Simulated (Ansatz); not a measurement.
```yaml
crystal:
  periodic: [false, false, false]
  atoms:
    - {symbol: C, position_ang: [0.484732, 1.986008, -0.784743]}
    - {symbol: Si, position_ang: [0.883658, 0.332244, -0.042914]}
    - {symbol: O, position_ang: [-0.507774, -0.511537, 0.160893]}
    - {symbol: Si, position_ang: [-1.176851, -1.908201, 0.676313]}
    - {symbol: H, position_ang: [-0.003087, 1.869754, -1.755215]}
    - {symbol: H, position_ang: [1.399197, 2.567554, -0.930113]}
    - {symbol: H, position_ang: [-0.180824, 2.555055, -0.131659]}
    - {symbol: H, position_ang: [1.551883, 0.495230, 1.278118]}
    - {symbol: H, position_ang: [1.794116, -0.438771, -0.934438]}
    - {symbol: H, position_ang: [-2.644081, -1.823244, 0.475547]}
    - {symbol: H, position_ang: [-0.886454, -2.121115, 2.119121]}
    - {symbol: H, position_ang: [-0.637415, -3.058278, -0.096809]}
basis:
  gaussian: {orbitals: def2-SVPD}
hamiltonian: {xc: {name: CCSD(T)}}
output: {forces: true}
```

```sh
$ ansatz run in.yaml --threads 2 --pin off --events-out ev --progress --plain --max-ram 32768MiB --backend cpu
```

It prints (some lines left out):

```
Error: YAML parse error: error: line 18 column 19: hamiltonian.xc: no functional is named "CCSD(T)"; the names, which are not case-sensitive, are SVWN5, SPW92, PBE, PBE0, PBEsol, revPBE, revPBE0, RPBE, rPW86-PBE, HSE06, wPBEh, LC-wPBE, HISS, HF, BLYP, B3LYP, B3LYP5, BHLYP, CAM-B3LYP, r2SCAN, r2SCANh, r2SCAN0, r2SCAN50, m-r2SCAN, B97, wB97, wB97X, wB97X-V, B97M-V, wB97M-V, B2PLYP, B2GP-PLYP, PBE0-DH, PBE-QIDH
16 | basis:
17 |   gaussian: {orbitals: def2-SVPD}
18 | hamiltonian: {xc: {name: CCSD(T)}}
19 | output: {forces: true}
```

Q: What is wrong with this run?

A: The method's name isn't one that the program takes here. The program refused the input.

HSE06 is defined as in plane-wave codes.
